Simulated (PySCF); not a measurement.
# Correlation energy of S (sulfur, neutral)

[Ne] 3s2 3p4, high-spin 3P determinant. All numbers are calculated (PySCF 2.14, the non-relativistic Hamiltonian (point nucleus), in aug-cc-pV(T+d)Z with one added diffuse shell each of s, p, d, f type (7s6p5d3f, 71 functions)). Frozen: [Ne]; 6 electrons correlated.

```
  level  correlation energy (mhartree)
   CCSD                        -142.26
    (T)                          -5.16
CCSD(T)                        -147.42
```

Diagnostics: T1 = 0.010, D1 = 0.0322, largest double amplitude 0.032.

Cost of the coupled-cluster step: roughly 13 core-seconds, for 6 correlated electrons.
